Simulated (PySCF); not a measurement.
Calculation: PBE-D3(BJ)/def2-TZVP // B3LYP-D3(BJ)/def2-TZVP in PySCF 2.14.0. All species are isolated molecules in the gas phase. One relaxed conformer stands for a flexible species; it need not be the lowest. Excitations are Tamm–Dancoff values on a coarser integration grid. The basis has no diffuse functions, so Rydberg states are missing or too high.

Reference species (SMILES): `C[S@](=O)S` (O–S–S–H torsion 85°) (neutral, multiplicity 1).

```json
{
 "HOMO–LUMO gap": "3.74 eV",
 "LUMO": "-2.23 eV",
 "T1 excitation (TDA)": "3.38 eV"
}
```

After one change: the HOMO–LUMO gap increases by 0.22 eV; the LUMO increases by 0.55 eV; the T1 excitation (TDA) goes up by 0.09 eV.

### Question
Name the change that produced these shifts. The new species is one of these.
A) `CCS` (C–C–S–H torsion 62°)
B) `N#CCS`
C) `S[SeH]` (H–S–Se–H torsion 90°)
D) `COS` (C–O–S–H torsion 81°)

### Answer
D, `COS` (C–O–S–H torsion 81°)
